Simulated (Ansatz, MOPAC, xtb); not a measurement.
Torsion H4–C1–Si2–I3 in CH3ISi (SMILES C[Si]I); at each angle all else is relaxed with GFN2-xTB, and the levels are single points there.
Geometry at 60° (charge 0, multiplicity 1):
```
atom    x (Å)    y (Å)    z (Å)
----  -------  -------  -------
C     -0.6519  -0.0128  -0.0009
Si     0.8014   1.2312   0.0070
I      2.6597  -0.3585   0.6283
H     -0.7780  -0.4805   0.9757
H     -1.5917   0.4748  -0.2555
H     -0.4875  -0.8096  -0.7264
```

On the grid 0° to 120°, 0° is the highest and 60° the lowest point at MP2/CBS(def2-TZVPP, def2-QZVPP) + ΔCCSD(T)/def2-TZVPP.

The state reached by PM3 isn't checked.

Run with Ansatz (Gaussian basis) for Hartree–Fock, density functionals and correlated methods; MOPAC for PM3 (differences of heats of formation); xtb for the GFN methods.  In def2 rows elements past Kr take small-core potentials, without spin–orbit coupling.

### Question
One of these levels gives 0.59 kcal/mol for the energy at 0° less that at 60°. Name it.
A) GFN-FF
B) SVWN5/def2-TZVPP
C) PM3

### Answer
B, SVWN5/def2-TZVPP. The others give 0.17 (GFN-FF), -0.22 (PM3)

Ansatz is a quantum-chemistry and plane-wave program.
